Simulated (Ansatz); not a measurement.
Two spin states of BO+, each at its own minimum; 2S+1 = 1, 3, 5 were tried, and our sources give no spin for the ground state.

Each state is the lowest solution found for its spin in def2 and cc sets. The singlet is a restricted closed-shell determinant, which can mix singlet states where a π or δ shell is part-filled.

Correlated levels freeze the cores.

Run with Ansatz (Gaussian orbitals). Values without a source in brackets are computed.

PBE/def2-TZVPP gives 62.7 kJ/mol for the energy of the multiplicity-3 state above the multiplicity-1 state.

Task: Where do these levels fall relative to PBE: PBE0/def2-TZVPP, wB97X-V/def2-TZVPP, CCSD(T)/def2-TZVPP.

Result: PBE0/def2-TZVPP -45.7; wB97X-V/def2-TZVPP -35.7; CCSD(T)/def2-TZVPP -11.9 kJ/mol. 0 of 3 lie above PBE; the widest gap is to PBE0/def2-TZVPP.

Doubts at one or more of the structures used: T1 above 0.05 (CCSD(T)/def2-TZVPP).

Ansatz is a program for electronic structure.
